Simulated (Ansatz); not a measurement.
A nudged elastic band was laid between two geometries of C₂H₅BrOSi (10 atoms, charge 0, multiplicity 1).

Method: RHF/def2-SVP (Ansatz).

| Quantity | Value |
| --- | --- |
| movable images | 9 |
| climbing image | yes |
| spring | 5.0 eV/Å² |
| optimiser | quadratic models (default) |
| start path | through a guess of the saddle point |
| force threshold | 0.05 eV/Å |
| iteration limit | 60 |
| end points | relaxed |

Image 0:

```xyz
10
Properties=species:S:1:pos:R:3
Si -1.102 -0.973 1.140
O -0.345 -0.295 -0.178
C 0.669 0.564 -0.266
C 1.175 1.014 -1.399
Br 0.544 0.513 -3.097
H -0.125 -1.749 1.934
H -1.672 0.095 1.992
H -2.162 -1.845 0.613
H 1.103 0.914 0.667
H 1.998 1.711 -1.403
```

Image 10:

```xyz
10
Properties=species:S:1:pos:R:3
Si -1.260 -0.990 1.197
O -0.343 -0.309 -0.076
C 0.610 0.512 0.176
C 1.305 1.013 -1.039
Br 0.693 0.410 -2.800
H -0.352 -1.719 2.095
H -1.965 0.095 1.898
H -2.207 -1.903 0.538
H 2.355 0.740 -0.953
H 1.247 2.099 -1.033
```

Which bonds break or form, and what moves?

Bonds broken: C3–H9. Bonds formed: C4–H9.

What energy profile does the band end with?

The forces met the threshold. The highest image is number 5 of 0 to 10, 2.97 eV above the first end and 1.36 eV above the last; the last end lies 1.61 eV above the first. Neighbouring images differ by up to 1.3 eV, so the band resolves the path poorly. A vibrational analysis at the climbing image gives one clearly imaginary mode, 1472i cm⁻¹: a first-order saddle point. The orbitals stay closed-shell, which can raise the energy where a bond breaks towards radicals; this wasn't checked here.

```csv
image,path coordinate (Å),energy (eV),C3–H9 (Å),C4–H9 (Å)
0,0.00,0.00,1.09,2.07
1,0.38,0.00,1.09,2.07
2,0.76,0.09,1.08,2.03
3,1.14,0.69,1.08,1.92
4,1.52,1.99,1.11,1.69
5,1.90,2.97,1.27,1.37
6,2.23,2.37,1.57,1.16
7,2.55,1.80,1.88,1.10
8,2.88,1.67,2.01,1.09
9,3.20,1.63,2.06,1.09
10,3.53,1.61,2.09,1.09
```

What is the geometry of the highest image?


```xyz
10
Properties=species:S:1:pos:R:3:forces:R:3
Si -1.155 -0.965 1.171 0.00 0.00 0.01
O -0.383 -0.305 -0.163 0.00 0.00 -0.01
C 0.494 0.696 -0.049 0.00 0.00 0.00
C 1.092 1.118 -1.202 0.00 0.01 0.02
Br 0.669 0.550 -2.966 0.00 0.00 0.00
H -0.160 -1.581 2.073 0.00 0.00 0.00
H -1.913 0.079 1.889 0.00 0.00 0.00
H -2.067 -1.992 0.638 0.00 0.00 0.00
H 1.720 0.401 -0.214 0.00 0.00 0.00
H 1.785 1.947 -1.173 0.00 0.00 -0.01
```

The band took 17 iterations and of the order of 7 core-minutes.

Time of the run: 3.9 min on 2 threads of AMD EPYC 7R13 Processor (Zen 3), with other jobs on the host, peak memory 0.3 GiB.
